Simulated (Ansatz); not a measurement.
Species: sum formula AlBrF2, net charge 0, singlet state. 
Coordinates optimised at B3LYP-D3(BJ)/def2-TZVP (Ansatz, a program for electronic structure):
SMILES: [F][Al]([F])[Br]
```xyz
4

F     -1.8351    -1.3065    -0.3165
Al    -0.9438     0.0515    -0.1160
F     -1.7061     1.4999    -0.1189
Br     1.2611    -0.0689     0.1550
```

Quantity: vertical triplet-singlet gap (E(triplet) - E(singlet); each state is the SCF solution reached for its spin; for the triplet the Hartree-Fock reference is unstable and T1 is 0.016), in kJ/mol. Valence correlation only, unless marked. Open shells are spin-unrestricted. Spin-orbit coupling is left out. Frozen are the shells of the preceding noble gas and the d and f shells that filled before the atom's block. Non-relativistic. CBS(X,Y): correlation extrapolated as X^-3; Hartree-Fock from the larger set.

```tsv
level	program	vertical triplet-singlet gap (kJ/mol)
HF/def2-SVPD	Ansatz	616.2
RI-HF/def2-TZVPPD	Ansatz	603.8
RI-HF/def2-QZVPPD	Ansatz	602.6
SVWN5/def2-TZVPD	Ansatz	570.6
PBE/def2-TZVPD	Ansatz	562.1
PBE0/def2-TZVPD	Ansatz	600.3
BHLYP/def2-TZVPD	Ansatz	616.0
CAM-B3LYP/def2-TZVPD	Ansatz	609.1
wB97M-V/def2-TZVPD	Ansatz	616.0
wB97X-V/def2-TZVPD	Ansatz	634.0
B2PLYP/def2-TZVPD	Ansatz	616.4
MP2/def2-SVPD	Ansatz	645.1
RI-MP2/def2-QZVPPD	Ansatz	648.2
RI-MP2/CBS(def2-TZVPPD,def2-QZVPPD)	Ansatz	654.7
SCS-MP2/def2-SVPD	Ansatz	649.6
CCSD/def2-SVPD	Ansatz	632.8
CCSD/def2-TZVPPD	Ansatz	628.8
CCSD/def2-QZVPPD	Ansatz	636.0
CCSD(T)/def2-SVPD	Ansatz	630.8
CCSD(T)/def2-QZVPPD	Ansatz	634.8
```
